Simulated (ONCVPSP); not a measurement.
## What one change does to a pseudopotential (B (Z = 5), ONCV)

| Property | Result |
| --- | --- |
| Element | boron |
| Generator | ONCVPSP 4.0.1 |
| Type | optimised norm-conserving Vanderbilt (ONCV) |
| Functional | LDA (Perdew-Zunger) |
| Relativity | non-relativistic |
| Frozen core | [He] |
| Valence charge | 3 |
| Reference configuration | 2s1 2p2 |
| Partial waves | 2s: rc 1.30 bohr, ncon 4, nbas 7, qcut 4 1/bohr, 1 projector; 2p: rc 2.00 bohr, ncon 3, nbas 7, qcut 4.4 1/bohr, 1 projector |
| Local potential | polynomial inside 1.15 bohr (lpopt 5, dvloc0 6 Ha) |
| Core correction | Teter function, fcfact 4.75, rcfact 1.15 |

All-electron outer shells of the reference configuration (LDA (Perdew-Zunger), non-relativistic, ld1.x):

| shell | level (eV) | outermost node (bohr) | outermost maximum (bohr) |
| --- | --- | --- | --- |
| 1s | -179.63 | – | 0.21 |
| 2s | -9.85 | 0.46 | 1.52 |
| 2p | -4.15 | – | 1.53 |

Change: core correction Teter function fitted to the true core (icmod 2), fcfact 0.7.

Cutoffs: the cutoffs (Ha) at which the residual kinetic energy of the hardest occupied pseudo-wave falls to 1 and 0.1 mHa per electron; they do not see the model core or the augmentation charge, which bear on the density cutoff. Errors are all-electron minus pseudo energies relative to the spin-unpolarised reference configuration.

Task: Predict the effect on cutoff, ghosts and configuration errors.

Result: The potential gets neither clearly harder nor softer (23 Ha and 61 Ha → 23 Ha and 61 Ha); the errors of the 4 common tests hardly move; neither file shows a bound ghost. A model core, the more so a compact one, raises the density cutoff, which this test does not measure.

```tsv
quantity	base	changed
cutoff, loose	23 Ha	23 Ha
cutoff, tight	61 Ha	61 Ha
bound ghosts	none	none
GHOST(+) flags under 300 eV	none	none
error for 2s2 2p1, meV [ΔE -5.68 eV]	-2.0	-2.2
error for 2s2 2p0, meV [ΔE 2.65 eV]	+72	+69
error for 2s1 2p0, meV [ΔE 27.95 eV]	+252	+229
error for 2s1 2p1, meV [ΔE 8.60 eV]	+18	+16
s: phases at 1.32 bohr within 0.05 rad from the reference energy up to (Ha; the scan ends near 5)	3.0	3.0
p: phases at 2.03 bohr within 0.05 rad from the reference energy up to (Ha; the scan ends near 5)	1.0	1.0
rms error of d²Exc/dni dnj with the model core, mHa	1.85	1.17
```
